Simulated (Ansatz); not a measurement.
```yaml
crystal:
  periodic: [false, false, false]
  atoms:
    - {symbol: C, position_ang: [0.405210, 1.251216, -0.812210]}
    - {symbol: B, position_ang: [0.007333, -0.065764, 0.059755]}
    - {symbol: Xx, position_ang: [0.189226, -1.541452, 0.487087]}
    - {symbol: C, position_ang: [-0.883559, -0.828899, 1.068586]}
    - {symbol: H, position_ang: [-0.192757, 1.232673, -1.795341]}
    - {symbol: H, position_ang: [0.133845, 2.230048, -0.280283]}
    - {symbol: H, position_ang: [1.514994, 1.276933, -1.098288]}
    - {symbol: H, position_ang: [0.637762, -2.584445, 0.537537]}
    - {symbol: H, position_ang: [-1.719127, -1.018923, 1.815095]}
basis:
  gaussian: {orbitals: aug-cc-pVDZ, final_grid: {core_spheres: 20, valence_spheres: 16, degree: 47}}
hamiltonian: {xc: {name: B2GP-PLYP}}
output: {forces: true}
```

```sh
$ ansatz run in.yaml --threads 2 --pin off --events-out ev --progress --plain --max-ram 4352MiB
```

(1) How does Ansatz answer? (Estimate.)

## Answers

(1) Ansatz gave: The program refused the input.
```
Error: YAML parse error: error: line 6 column 16: `Xx` is not an element symbol (H … Og, case-exact)
 --> <input>:6:16
4 |     - {symbol: C, position_ang: [0.405210, 1.251216, -0.812210]}
5 |     - {symbol: B, position_ang: [0.007333, -0.065764, 0.059755]}
6 |     - {symbol: Xx, position_ang: [0.189226, -1.541452, 0.487087]}
7 |     - {symbol: C, position_ang: [-0.883559, -0.828899, 1.068586]}
8 |     - {symbol: H, position_ang: [-0.192757, 1.232673, -1.795341]}
```
